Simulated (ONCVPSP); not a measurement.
**Transferability test, ONCV potential for chlorine**

```json
{
  "Element": "chlorine (Cl)",
  "Generator": "ONCVPSP 4.0.1",
  "Type": "optimised norm-conserving Vanderbilt (ONCV)",
  "Functional": "PBE",
  "Relativity": "scalar-relativistic",
  "Frozen core": "[He]",
  "Valence charge": "15",
  "Reference configuration": "2s2 2p6 3s1.5 3p5.5",
  "Partial waves": "2s+3s: rc 0.90 bohr, ncon 4, nbas 7, qcut 11.3 1/bohr, 2 projectors; 2p+3p: rc 0.85 bohr, ncon 4, nbas 8, qcut 18.1 1/bohr, 2 projectors; d scattering state at 0.14 Ha: rc 0.80 bohr, ncon 4, nbas 8, qcut 13 1/bohr, 1 projector",
  "Local potential": "polynomial inside 0.60 bohr (lpopt 5, dvloc0 0 Ha)",
  "Core correction": "Teter function, fcfact 5.5, rcfact 1.55"
}
```

Energies are relative to the spin-unpolarised reference configuration 2s2 2p6 3s1.5 3p5.5; without spin polarisation the order of configurations can differ from experiment.

```csv
valence configuration,charge,ΔE all-electron (eV),error AE − PS (meV)
2s2 2p6 3s2 3p4,+1,7.813,+1.4
2s2 2p6 3s1 3p6,0,6.091,-0.6
```

What are ΔE and the potential's error for 2s2 2p6 3s2 3p5?

ΔE = -6.063 eV all-electron; the error (AE − PS) is 0.0 meV.

What are ΔE and the potential's error for 2s2 2p6 3s2 3p3?

ΔE = 33.259 eV all-electron; the error (AE − PS) is +5.7 meV.

Levels in the configuration 2s2 2p6 3s1 3p6:

```
level  all-electron (eV)  pseudo (eV)
   2s           -254.062     -254.111
   2p           -192.977     -193.026
   3s            -21.347      -21.348
   3p             -9.139       -9.138
```
